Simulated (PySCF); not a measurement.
Se⁺ (selenium, charge +1) across methods

[Ar] 3d10 4s2 4p3, high-spin 4S determinant. Computed with PySCF 2.14 in aug-cc-pVTZ-DK (7s6p4d2f, 59 functions), with scalar relativity by spin-free X2C-1e. The B2PLYP total includes its PT2 part (frozen core); its orbital energies are those of the SCF part.

```json
{"method": "M06-2X", "E (hartree)": "-2429.574", "mean ε 4s α (eV)": "-31.917", "mean ε 4s β (eV)": "-26.108", "mean ε 4p α (eV)": "-18.892", "Σ⟨r²⟩ (bohr²)": "30.77", "⟨S²⟩": "3.753"}
{"method": "UHF", "E (hartree)": "-2427.75260", "mean ε 4s α (eV)": "-36.643", "mean ε 4s β (eV)": "-28.211", "mean ε 4p α (eV)": "-21.425", "Σ⟨r²⟩ (bohr²)": "30.87", "⟨S²⟩": "3.751"}
{"method": "PBE0", "E (hartree)": "-2429.179", "mean ε 4s α (eV)": "-30.271", "mean ε 4s β (eV)": "-26.196", "mean ε 4p α (eV)": "-17.847", "Σ⟨r²⟩ (bohr²)": "30.63", "⟨S²⟩": "3.751"}
{"method": "wB97X", "E (hartree)": "-2429.516", "mean ε 4s α (eV)": "-33.020", "mean ε 4s β (eV)": "-29.240", "mean ε 4p α (eV)": "-20.116", "Σ⟨r²⟩ (bohr²)": "30.53", "⟨S²⟩": "3.751"}
{"method": "B2PLYP", "E (hartree)": "-2429.029", "mean ε 4s α (eV)": "-32.536", "mean ε 4s β (eV)": "-27.250", "mean ε 4p α (eV)": "-19.008", "Σ⟨r²⟩ (bohr²)": "30.74", "⟨S²⟩": "3.751"}
{"method": "r2SCAN", "E (hartree)": "-2429.437", "mean ε 4s α (eV)": "-28.860", "mean ε 4s β (eV)": "-25.069", "mean ε 4p α (eV)": "-16.910", "Σ⟨r²⟩ (bohr²)": "30.52", "⟨S²⟩": "3.751"}
{"method": "PBE", "E (hartree)": "-2429.130", "mean ε 4s α (eV)": "-27.847", "mean ε 4s β (eV)": "-25.043", "mean ε 4p α (eV)": "-16.400", "Σ⟨r²⟩ (bohr²)": "30.71", "⟨S²⟩": "3.750"}
{"method": "HSE06", "E (hartree)": "-2429.173", "mean ε 4s α (eV)": "-29.811", "mean ε 4s β (eV)": "-25.958", "mean ε 4p α (eV)": "-17.404", "Σ⟨r²⟩ (bohr²)": "30.66", "⟨S²⟩": "3.750"}
{"method": "LDA", "E (hartree)": "-2425.859", "mean ε 4s α (eV)": "-27.941", "mean ε 4s β (eV)": "-25.492", "mean ε 4p α (eV)": "-16.433", "Σ⟨r²⟩ (bohr²)": "30.66", "⟨S²⟩": "3.750"}
```
